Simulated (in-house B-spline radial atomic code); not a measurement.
## Fe: [Ar] 3d6 4s2

All numbers are computed (Dirac-Kohn-Sham HSE06, spherical fractional occupations; Fermi nucleus of rms radius 3.7377 fm) with a radial B-spline atomic code at the basis-set limit, not measured.

Screening seen three ways: the hydrogenic charge with the same mean radius, Z_r = [3n² - l(l+1)]/(2<r>), the one with the same energy, Z_e = n√(-2ε), and Slater's rules. Values are occupation-weighted means over j.

| shell | electrons | ε (eV) | <r> (bohr) | Z_r | Z_e | Slater |
| --- | --- | --- | --- | --- | --- | --- |
| 1s | 2 | -7043.7 | 0.05844 | 25.67 | 22.75 | 25.70 |
| 2s | 2 | -836.51 | 0.2663 | 22.53 | 15.68 | 21.85 |
| 2p | 6 | -711.85 | 0.2353 | 21.25 | 14.47 | 21.85 |
| 3s | 2 | -100.15 | 0.8089 | 16.69 | 8.14 | 14.75 |
| 3p | 6 | -64.412 | 0.8567 | 14.59 | 6.53 | 14.75 |
| 3d | 6 | -8.0669 | 1.146 | 9.16 | 2.31 | 6.25 |
| 4s | 2 | -5.7182 | 2.989 | 8.03 | 2.59 | 3.75 |

The least bound orbital is 4s1/2 at -5.718 eV, and it is also the most diffuse (<r> = 2.989 bohr). The part-filled 3d shell lies below the filled 4s shell in orbital energy.

Spin-orbit splittings of the orbital energies (j = l + 1/2 above j = l - 1/2 when positive): 2p 12.53 eV, 3p 1.576 eV, 3d 0.1531 eV.

For the 1s electron the small component carries 0.875 % of the norm, the zero-frequency Breit interaction raises the level by 8.362 eV, self-energy by 4.128 eV, and vacuum polarisation lowers it by 0.3518 eV.

Caution: exact exchange at fractional occupations of open shells leaves self-interaction of up to several eV.
